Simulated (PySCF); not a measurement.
CH$_{3}$FMg (SMILES [CH3][Mg][F]), singlet, at a GFN2-xTB geometry (such geometries of metal compounds can be far from the true shape). Base run: PBE/def2-SVP (PySCF).

Here is a job for PySCF.
```python
from pyscf import gto, scf, dft, solvent

mol = gto.Mole()
mol.atom = '''
    Mg    0.465873    0.322742   -0.190490
    F    -0.947601    0.926816   -0.963226
    C     0.343908   -1.265897    1.143155
    H     0.248589   -2.183606    0.572098
    H    -0.566449   -1.100739    1.710473
    H     1.192337   -1.334516    1.813409
'''
mol.basis = 'def2-svp'
mol.charge = 0
mol.spin = 0
mol.verbose = 4
mol.build()

mf = dft.RKS(mol)
mf.xc = 'pbe'
mf.kernel()
```

Base: dipole (D) 3.99; HOMO-LUMO gap (eV) 3.30.

A changed run: ΔE vs base (kJ/mol) -68.0; dipole (D) 5.25; HOMO-LUMO gap (eV) 4.10.

Name the change that produced these shifts.
A) model = IEF-PCM; solvent = dimethylsulfoxide; vdw_scale = 1.0
B) model = ddCOSMO; solvent = dimethylsulfoxide
C) model = IEF-PCM; solvent = dimethylsulfoxide; vdw_scale = 1.4
D) model = C-PCM; solvent = dimethylsulfoxide
E) model = IEF-PCM; solvent = chloroform

D, model = C-PCM; solvent = dimethylsulfoxide

The base is the gas phase, so ΔE is the electrostatic part of solvation at a fixed geometry, without cavity and dispersion terms.
